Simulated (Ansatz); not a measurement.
`B[CH](O)[GeH3]` + H₂ → `B[CH2][GeH3]` + H₂O at 298.15 K and 1 bar (hydrogenolysis of a C–O bond).

Isolated molecules relaxed with PBE0-D4/def2-TZVP in Ansatz; ΔE leaves out vibrations. CBS: MP2 limit from def2 TZ/QZ plus the TZ coupled-cluster correction, frozen cores. This one scheme is used for every species. For Ge outer-core shells are correlated without core-valence functions, which leaves a few kJ/mol of doubt a bond. Scalar relativity is left out up to krypton. Each species was taken in one conformer, which may not be the lowest.

```tsv
species	CCSD(T)/CBS energy (Eh)	H − E (kJ/mol)	S (J/(mol·K))
`B[CH](O)[GeH3]`	-2218.29983	219.5	336.4
H₂	-1.17544	35.1	130.4
`B[CH2][GeH3]`	-2143.14744	203.7	320.9
H₂O	-76.37941	66.4	188.7
```

H − E and S are ideal-gas, rigid-rotor, harmonic terms from PBE0-D4/def2-TZVP, for one conformer and one mirror image of each species. The MP2-based limit puts H₂ 0.8 mEh under its directly extrapolated value; such offsets cancel only in part. 1 Eh = 2625.50 kJ/mol, R = 8.31446 J/(mol·K).

**Question.** By hand: ΔE, ΔH, ΔS and ΔG.

**Answer.** ΔE = (-2143.14744) + (-76.37941) − (-2218.29983) − (-1.17544) = -0.05158 Eh = -135.4 kJ/mol. Δ(H − E) = 203.7 + 66.4 − 219.5 − 35.1 = 15.5, so ΔH = -119.9 kJ/mol. ΔS = 320.9 + 188.7 − 336.4 − 130.4 = 42.8 J/(mol·K). ΔG = -119.9 − 298.15 × (42.8)/1000 = -132.7 kJ/mol.

**Question.** By hand: the equilibrium constant, and the temperature at which ΔG would vanish if ΔH and ΔS stayed fixed.

**Answer.** log₁₀ K = −ΔG/(RT ln 10) = 23.2. ΔH and −TΔS have one sign here, so there is no such temperature.

ΔH outweighs TΔS. A doubt of 5 kJ/mol in ΔE shifts log₁₀ K by 0.9 here. Other conformers and mirror images would add mixing entropy, several J/(mol·K) or more a flexible species. Modes under 60 cm⁻¹, often nearly free rotors, make the harmonic entropy too high. These are equilibria of isolated gas molecules and say nothing of rates. Largest T1 diagnostic: 0.013 (customary marks: 0.02 for closed shells, 0.045 for open ones).
